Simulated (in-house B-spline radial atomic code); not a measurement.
A radial electron density 4πr²n(r) was computed for an atom or ion in its tabulated ground configuration with an all-electron radial atomic-structure program (B-spline basis); method: Dirac-Hartree-Fock, average of configuration. Columns: r (bohr), 4πr²n(r) (electrons per bohr), bar.

```
 0.00101     2.16 #
 0.00119    2.864 ##
 0.00141    3.821 ##
 0.00167    5.071 ###
 0.00197    6.652 ####
 0.00233    8.711 #####
 0.00275    11.29 ######
 0.00325    14.54 ########
 0.00384    18.54 ##########
 0.00454    23.38 #############
 0.00537     29.1 ################
 0.00634    35.57 ###################
  0.0075    42.75 #######################
 0.00886    50.17 ###########################
  0.0105    57.51 ###############################
  0.0124     63.8 ###################################
  0.0146    68.34 #####################################
  0.0173    70.64 ######################################
  0.0204    70.14 ######################################
  0.0242    67.05 ####################################
  0.0285    62.73 ##################################
  0.0337    58.83 ################################
  0.0399     57.7 ###############################
  0.0471    60.87 #################################
  0.0557    68.08 #####################################
  0.0658     76.4 #########################################
  0.0778    81.21 ############################################
   0.092       78 ##########################################
   0.109     65.4 ###################################
   0.128    48.19 ##########################
   0.152    31.02 #################
   0.179    21.07 ###########
   0.212    17.47 #########
   0.251    16.19 #########
   0.296    13.15 #######
    0.35    8.118 ####
   0.414    3.569 ##
   0.489    1.075 #
   0.578   0.2072 
   0.683  0.02408 
   0.807  0.00155 
   0.954 4.945e-05
```

Question: Which atom or ion is it?
A. Cs41+
B. Xe41+
C. La42+
D. I41+

Answer: B. The area under the curve, ∫4πr²n dr = ∫r·4πr²n d(ln r) on this logarithmic grid, is 13 electrons, which only this option has. The configuration is [Ne] 3s2 3p1.
